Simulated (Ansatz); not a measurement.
Relaxation of ClGaH$_{5}$NOS (10 atoms, charge 0, multiplicity 1), to a largest force component of 0.03 eV/Å in at most 50 steps.

Computed with RKS PBE0/def2-SVP in Ansatz.

```xyz
10
Properties=species:S:1:pos:R:3:forces:R:3
Ga 0.053 -0.275 -0.138 0.04 0.09 0.52
Cl -0.061 -0.873 1.997 0.04 0.09 -0.61
N 1.681 -0.197 -0.914 -0.07 0.01 0.02
H 2.506 -0.168 -0.327 0.01 0.00 -0.02
H 1.832 0.272 -1.803 -0.08 -0.06 0.13
O -1.467 -0.176 -1.048 0.08 -0.04 0.03
H -2.245 -0.344 -0.507 -0.02 0.01 0.00
S -0.117 2.796 1.456 -0.03 -0.65 0.28
H 1.227 2.815 1.596 -0.03 -0.01 0.00
H -0.235 1.679 2.257 0.06 0.55 -0.34
```

Problem. Where does it end, and by what steps?

Solution. The forces met the threshold. After 22 steps the energy has fallen by 0.236 eV; H9 moved furthest, 1.06 Å. Joined: Ga1–S8 (3.46 → 2.66 Å).

```csv
step,energy less start (eV),largest force component (eV/Å),accepted
0,0.0000,0.646,yes
1,-0.0566,0.314,yes
2,-0.1114,0.309,yes
3,-0.1150,0.859,yes
4,-0.1485,0.205,yes
5,-0.1532,0.063,yes
6,-0.1551,0.085,yes
7,-0.1562,0.039,yes
8,-0.1565,0.114,yes
9,-0.1597,0.451,yes
10,-0.1700,0.306,yes
11,-0.1921,0.402,yes
12,-0.2025,0.209,yes
13,-0.2074,0.378,yes
14,-0.2158,0.201,yes
15,-0.2273,0.156,yes
16,-0.2294,0.129,yes
17,-0.2297,0.362,yes
18,-0.2349,0.072,yes
19,-0.2356,0.066,yes
20,-0.2360,0.055,yes
21,-0.2363,0.037,yes
22,-0.2364,0.024,yes
```

```xyz
10
Properties=species:S:1:pos:R:3
Ga -0.026 -0.037 0.115
Cl -0.156 -1.227 1.935
N 1.663 0.398 -0.501
H 2.410 -0.191 -0.143
H 1.744 0.423 -1.516
O -1.383 -0.045 -1.046
H -2.223 -0.312 -0.660
S -0.184 2.356 1.273
H 1.042 2.321 0.679
H 0.287 1.843 2.431
```

Whether the end is a true minimum wasn't checked by a vibrational analysis.

Time of the run: 41 s on 4 threads of Intel(R) Xeon(R) Platinum 8488C (Sapphire Rapids), with other jobs on the host, peak memory 0.34 GiB.
